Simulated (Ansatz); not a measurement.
Reaction (hydrogenolysis of the Al–O bond): `C[O][AlH][SH]` + H₂ → `[AlH2][SH]` + CH₃OH

Isolated molecules relaxed with PBE0-D4/def2-TZVP in Ansatz; ΔE leaves out vibrations. CCSD(T)/CBS is the MP2 limit (def2-TZVPP, def2-QZVPP) plus CCSD(T) − MP2 in def2-TZVPP, frozen cores. This one scheme is used for every species. Functionals use def2-TZVPP. B3LYP here is the variant with VWN-RPA as its local correlation; programs differ in this. One conformer a species, not always the lowest.

`C[O][AlH][SH]`:

Z-matrix (Å, degrees):
```
C
O 1 1.394
H 1 1.098 2 112.7
H 1 1.095 2 110.2 3 120.5
H 1 1.095 2 110.1 3 -120.5
Al 2 1.679 1 138.3 3 -1.4
S 6 2.185 2 120.8 1 -0.1
H 6 1.569 2 118.9 1 179.9
H 7 1.345 6 93.5 2 -0.1
```

H₂:

```xyz
2

H    -0.094   -0.189   -0.308
H     0.094    0.189    0.308
```

`[AlH2][SH]`:

Z-matrix (Å, degrees):
```
Al
S 1 2.181
H 1 1.579 2 116.5
H 1 1.581 2 118.9 3 -180.0
H 2 1.344 1 93.7 3 180.0
```

CH₃OH:

```xyz
6

C    -0.021    0.353    0.043
O    -0.336   -1.003    0.265
H    -0.660    0.941    0.702
H    -0.219    0.665   -0.990
H     1.023    0.585    0.286
H     0.214   -1.541   -0.307
```

CCSD(T)/CBS gives +1.21 eV.

Question: Another level gave +1.05 eV. Which?
A. BLYP-D4/def2-TZVPP
B. HF/def2-TZVPP
C. r2SCANh/def2-TZVPP
D. B3LYP/def2-TZVPP

Answer: B. HF/def2-TZVPP 1.05, B3LYP 1.15, BLYP-D4 1.27, r2SCANh 1.22 eV.

Largest T1 diagnostic among the species: 0.012.

From r2SCAN to r2SCAN0 (25 % exact exchange), in def2-TZVPP and without D4, ΔE moves by −0.05 eV. At CCSD(T), def2-SVP lies −0.07 eV from the extrapolated value and def2-TZVPP −0.01 eV. The D4 term adds +0.09 eV with B3LYP and +0.05 eV with PBE0; it sums over pairs of atoms, weighted by their polarisabilities, and B3LYP, whose exchange is more repulsive, gets the larger term.
